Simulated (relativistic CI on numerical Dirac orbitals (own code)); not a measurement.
## Nd⁴⁺: 4d photoemission

Computed with this model: Dirac-Coulomb-Breit CI, separate exchange-only KLI orbitals for each configuration, a model potential for QED, valence Slater integrals scaled by 0.9, multiplet model of photoemission in the sudden approximation; configurations [Xe] 4f2 → [Kr] 4d9 4f2 5s2 5p6; 80 K; Lorentzian 1 eV and Gaussian 0.6 eV FWHM. Energies are those of the free ion, without screening or charge transfer. The energies are binding energies and can lie tens of eV above those of solids. S is read from ⟨S²⟩ = S(S + 1).

free ion: ground-state S = 0.98, centroid 180.33 eV. Peaks (eV, height): 173.6 (31), 176.6 (100), 179.8 (69), 181.0 (48), 182.8 (45), 203.2 (13), 211.4 (9).

Strongest unbroadened transitions for free ion:

| Energy (eV) | Relative strength |
| --- | --- |
| 173.35 | 24.5 |
| 173.52 | 19.7 |
| 175.42 | 11.9 |
| 176.02 | 15.9 |
| 176.30 | 18.7 |
| 176.48 | 100.0 |
| 177.04 | 15.1 |
| 177.19 | 13.8 |
| 177.45 | 49.6 |
| 177.90 | 47.7 |
| 178.02 | 22.1 |
| 179.60 | 19.6 |
| 179.74 | 35.5 |
| 180.00 | 33.4 |
| 181.18 | 38.1 |
| 182.74 | 41.2 |
| 203.14 | 24.9 |
| 211.38 | 15.9 |
